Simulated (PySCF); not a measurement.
H₃Br₂NOSn, SMILES [NH2][Sn]([OH])([Br])[Br] at its PBE0/def2-SVP optimised geometry (Å):

```
8

N     -1.8390    -2.0709     1.5907
Sn    -0.9584    -1.2099     0.0000
O     -1.5371     0.6669     0.0000
Br    -1.7162    -2.4026    -2.0343
Br     1.5371    -1.2099     0.0000
H     -1.3716    -1.8382     2.4663
H     -1.8703    -3.0859     1.5036
H     -1.0182     1.2099    -0.6066
```

Level of theory: PBE0/def2-TZVP, def2 effective core potentials past Kr run with PySCF 2.14.0. The core electrons that the potentials of Sn replace are not part of the density. Cells within 0.4 Å of a nucleus heavier than hydrogen are left out (blank, or x).

Map of the electron localisation function on the plane z = 0.0 Å:

```
|000000000000000000000000000|
|000000000000000000000000000|
|000000000000000000000000000|
|000000000000000000000000000|
|000000000000000000000000000|
|000000000000000000000000000|
|000000001111000000000000000|
|000012333343100000000000000|
|000135666665300000000000000|
|000357998886300000000000000|
|00136898xx86300001222100000|
|0013699xxx86200024555310000|
|00025899x885200257887631000|
|000135788863212578998752000|
|000001342111124788899864100|
|000000112575226872138874200|
|000000126xx8416825x53875200|
|000000127xxx61681xxx2875200|
|0000001268x8426834x43875200|
|000000112565225873248874100|
|000000111222224789999864100|
|000000011222112578998752000|
|000000000111001357887531000|
|000000000000000134554310000|
|000000000000000012221100000|
|000000000000000000000000000|
|000000000000000000000000000|
```
Scale: ten equal steps from 0.000 (start of '0') to 0.901 (end of '9'), in the order '0123456789'; x runs from -4.00 to 4.00, y from -4.00 (bottom) to 4.00 (top).
